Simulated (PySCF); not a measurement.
# What settings do to a single point of [Er(H2O)4]3+

The sound run of [Er(H2O)4]3+ (singlet in the valence; each metal's 4f electrons, 11 of them, lie in its core potential, out of spins and levels) uses PySCF 2.14.0, RKS PBE0, Er lcecp-1-SVP with ECP57, O def2-SVP, H def2-SVP; non-relativistic Hamiltonian with scalar-relativistic core potentials where named; density fitting; no spin-orbit coupling, grid (50, 194), threshold 1e-8 Eh and 55 cycles, at the relaxed geometry:

```xyz
13

Er    0.0000    0.0000    0.0000
O     1.3342    1.3121    1.2459
H     2.1385    1.0581    1.7541
H     1.2596    2.2808    1.4076
O    -1.3341   -1.2460    1.3121
H    -1.2597   -1.4075    2.2807
H    -2.1385   -1.7541    1.0580
O     1.3342   -1.3121   -1.2459
H     1.2596   -2.2808   -1.4076
H     2.1385   -1.0581   -1.7541
O    -1.3341    1.2460   -1.3121
H    -2.1385    1.7541   -1.0580
H    -1.2597    1.4075   -2.2807
```

There Er1 has a Mulliken charge of 1.72 e and the dipole about the centre of mass is 0.00 D. Each run below changes one thing and starts from free metal ions and neutral atoms unless it says otherwise; with 55 cycles, smearing, a level shift and second-order steps follow where DIIS fails, and their cycles count. Energy shifts count from the sound run. On f atoms grids over 110 angular points are at least (60, 302).

```csv
change,outcome,cycles,energy shift (eV),largest force component (eV/Å),charge on Er1 (e),dipole about the centre of mass (D)
threshold 1e-06,converged,7,0.0000,0.00,1.72,0.00
all coordinates × 1.12,converged,9,3.25,3.85,1.85,0.00
"grid (99, 590)",converged,8,-0.0018,0.01,1.72,0.00
"start from the bare core Hamiltonian, limit 80 cycles",converged,11,0.0000,0.00,1.72,0.00
```

(1) How does the run with this change end: cycle limit 3?

Forces carry noise of the integration grid, about 0.01 to 0.03 eV/Å.

An lcecp potential fixes the number of 4f electrons, so in runs with it no electron can move into or out of that shell.

Answers

(1) outcome not converged, cycles 3.
